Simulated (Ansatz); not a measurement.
Program: Ansatz. Geometries: PBE0-D4/def2-TZVP. ΔE: electronic, gas phase. CCSD(T)/CBS adds triple-zeta CCSD(T) − MP2 to the extrapolated MP2 energy (def2 sets, frozen cores). This one scheme is used for every species. DFT in def2-TZVPP. B3LYP here is the variant with VWN-RPA as its local correlation; programs differ in this. HSE06 is defined as in plane-wave codes. For Ga outer-core shells are correlated without core-valence functions, which leaves a few kJ/mol of doubt a bond. Scalar relativity is left out up to krypton.

Consider the ligand exchange at a Ga–S bond: `[SH][GaH2]` + H–F → `[F][GaH2]` + H₂S.

Is it downhill or uphill in electronic energy at CCSD(T)/CBS, and by how much? (Best estimate.)

The calculation gave: Uphill: ΔE = +10.4 kJ/mol.

What do these levels give: LDA (SPW92), PBE-D4, revPBE-D4, r2SCAN-D4, B97M-V, PBE0-D4, HSE06-D4, ωB97X-V, B3LYP, RPA@PBE/def2-TZVPP, HF/def2-QZVPP, MP2/CBS(def2)? (Best estimate.)

Computed: LDA (SPW92) 11.8, PBE-D4 7.8, revPBE-D4 7.5, r2SCAN-D4 2.5, B97M-V -2.8, PBE0-D4 11.3, HSE06-D4 11.7, ωB97X-V -3.7, B3LYP -5.5, RPA@PBE/def2-TZVPP -0.8, HF/def2-QZVPP -12.2, MP2/CBS(def2) 13.6 kJ/mol.

Largest T1 diagnostic among the species: 0.014.

In def2-TZVPP, CCSD(T) changes the Hartree–Fock value by +13.4 kJ/mol (the triples alone add +2.2 kJ/mol) and MP2 by +16.7 kJ/mol. From r2SCAN to r2SCAN0 (25 % exact exchange), in def2-TZVPP and without D4, ΔE moves by +4.4 kJ/mol.
